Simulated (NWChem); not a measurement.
# SiNH4Cl; SMILES [SiH2](N)Cl

```xyz
7

Si     0.5732    -0.5018     0.0451
N     -0.6111    -1.7419     0.1395
Cl    -0.1458     1.4254    -0.3828
H      1.5006    -0.8365    -1.0566
H      1.2349    -0.3985     1.3633
H     -1.2455    -1.7767     0.9293
H     -1.0663    -2.0721    -0.7038
```
Atoms are numbered in this order, from 1.

Program: NWChem. Coordinates come from a B3LYP/6-31G* (spherical d) optimisation. Vzz is the largest principal value of the second derivative of the potential at the nucleus (NWChem prints the opposite sign); η is the asymmetry. Non-relativistic.

For level Hartree-Fock/cc-pVTZ:

* **Vzz Cl3 (a.u.)**: 1.833

### Question
How do the values read with level CAM-B3LYP/def2-SVP instead?

### Answer
| Property | Value |
|---|---|
| Vzz Cl3 (a.u.) | 1.926 |
